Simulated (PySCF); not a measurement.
Shapes and spin states of Rb₃

Computed with PBE0 in PySCF with Rb def2-TZVP with ECP28; scalar-relativistic core potentials, no spin–orbit coupling; density-fitted integrals.

Relaxations began from a few typed shapes and spin states; open shells are unrestricted. The search is not exhaustive: other isomers or separated fragments can lie lower, and high-lying points may rest on an excited occupation.

Order these stationary points by electronic energy, lowest first, in kJ/mol from the lowest minimum.
A. doublet C2v: Rb–Rb 4.495 Å (×2); Rb–Rb–Rb 79.5°
B. doublet D∞h: Rb–Rb 4.534 Å (×2); Rb–Rb–Rb 180.0°
C. quartet D3h: Rb–Rb 5.433 Å (×3); Rb–Rb–Rb 60.0° (×3)

A (0.0), B (4.2), C (55.9).

Which of them are minima?

By energy in kJ/mol, 0.0: not settled, its softest mode being under 30 cm⁻¹; 4.2: not settled, its softest mode being under 30 cm⁻¹; 55.9: not settled, its softest mode being under 30 cm⁻¹.
